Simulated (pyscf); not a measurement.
# HS–Zr(Cl)(Cl)–Cl (SMILES [SH][Zr]([Cl])([Cl])[Cl]), singlet

Gas-phase minimum from PySCF at ωB97X-D3(BJ)/def2-SVP, one conformer. 

```
Zr
Cl 1 2.3155
Cl 1 2.3228 2 112.41
Cl 1 2.3238 2 112.72 3 122.57
S 1 2.3968 2 106.10 3 -118.62
H 5 1.3528 1 90.33 2 178.16
```
Charge 0, spin multiplicity 1.

Properties at ωB97X-D3(BJ)/def2-SVP:

```yaml
harmonic_wavenumbers_unscaled: 65, 89, 101, 105, 106, 138, 377, 408, 438, 444, 501, 2723 cm⁻¹
zero_point_energy: 7.9 kcal/mol
rotational_symmetry_number: 1
Entropy of this conformer at 298 K and 1 atm, rigid rotor and harmonic oscillator, modes under 100 cm⁻¹ raised to 100: 404.0 J/(mol K)
dipole_moment: 0.78 D
```

Single-point totals, which compare only within one level:

| level | total energy (hartree) |
|---|---|
| ωB97X-D3(BJ)/def2-TZVP | -1826.86821 |
| PBE/def2-TZVP | -1826.08057 |
| r²SCAN/def2-TZVP | -1826.71373 |
| B3LYP-D3(BJ)/def2-TZVP | -1826.89461 |
| PBE0-D3(BJ)/def2-TZVP | -1826.20308 |
| M06-2X/def2-TZVP | -1826.63960 |
| ωB97M-D3(BJ)/def2-TZVP | -1826.95362 |

Soft torsions are taken as harmonic, which can shift the entropy by several J/(mol K). Elements past Kr carry the def2 core potentials, without spin-orbit coupling.
